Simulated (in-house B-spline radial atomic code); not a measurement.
Configurations of Zn³⁺, with energies counted from [Ar] 3d9. Level of theory: non-relativistic BHandHLYP, spin-polarised, spherical fractional occupations, exact exchange averaged over the configuration, point nucleus; calculated with an all-electron radial atomic-structure program (B-spline basis). Shells without spins written out take the highest spin.

Occupations are held fixed; configurations that lie above the ionisation limit could autoionise.

```tsv
configuration	E - E(ref) (eV)	highest orbital	its <r> (bohr)
[Ar] 3d8 4s1	16.958	4s up	1.975
[Ne] 3s2 3p5 3d9 4s1	94.15	4s up	1.97
[Ne] 3s2 3p5 3d9 4p1	103.21	4p up	2.242
[Ne] 3s2 3p5 3d9 4f1	123.84	4f up	4.306
```

(1) Order these further configurations by energy, lowest first.
A. [Ar] 3d8 4p1
B. [Ar] 3d8 4f1
C. [Ne] 3s2 3p5 3d10
D. [Ar] 3d8 4d1
E. [Ne] 3s2 3p5 3d9 4d1

Results:

(1) A (25.989 eV), D (38.393 eV), B (46.519 eV), C (77.419 eV), E (115.67 eV).
